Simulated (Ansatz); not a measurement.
Two isomers of CH6BNSi: A = `CB1N[SiH2]1`, B = `B1CN[SiH2]1`.

Program: Ansatz. Geometries: PBE0-D4/def2-TZVP. ΔE: electronic, gas phase. CCSD(T)/CBS is the MP2 limit (def2-TZVPP, def2-QZVPP) plus CCSD(T) − MP2 in def2-TZVPP, frozen cores. Functionals use def2-TZVPP. B3LYP here is the variant with VWN-RPA as its local correlation; programs differ in this.

**Question.** Which isomer does CCSD(T)/CBS put lower? Give the gap. (Estimate.)

**Answer.** Ansatz gave: A, by 158.6 kJ/mol.

**Question.** Give E(B) − E(A) in kJ/mol with B3LYP, B2PLYP, PBE0-D4, BLYP-D4, CCSD/def2-TZVPP, CCSD(T)/def2-SVP, B3LYP-D4. (Best estimate.)

**Answer.** Computed: B3LYP 164.7, B2PLYP 164.6, PBE0-D4 160.4, BLYP-D4 166.0, CCSD/def2-TZVPP 156.4, CCSD(T)/def2-SVP 174.1, B3LYP-D4 161.7. None reverses the order clearly.

**Question.** Does the order hold for the free energy at 298.15 K (harmonic terms from PBE0-D4)? (An estimate is asked.)

**Answer.** The calculation gave: Yes: G(B) − G(A) = +155.2 kJ/mol.

Largest T1 diagnostic: 0.013.

From r2SCAN to r2SCAN0 (25 % exact exchange), in def2-TZVPP and without D4, E(B) − E(A) moves by −5.5 kJ/mol. The D4 term adds −3.0 kJ/mol with B3LYP and −1.4 kJ/mol with PBE0; it sums over pairs of atoms, weighted by their polarisabilities, and B3LYP, whose exchange is more repulsive, gets the larger term.
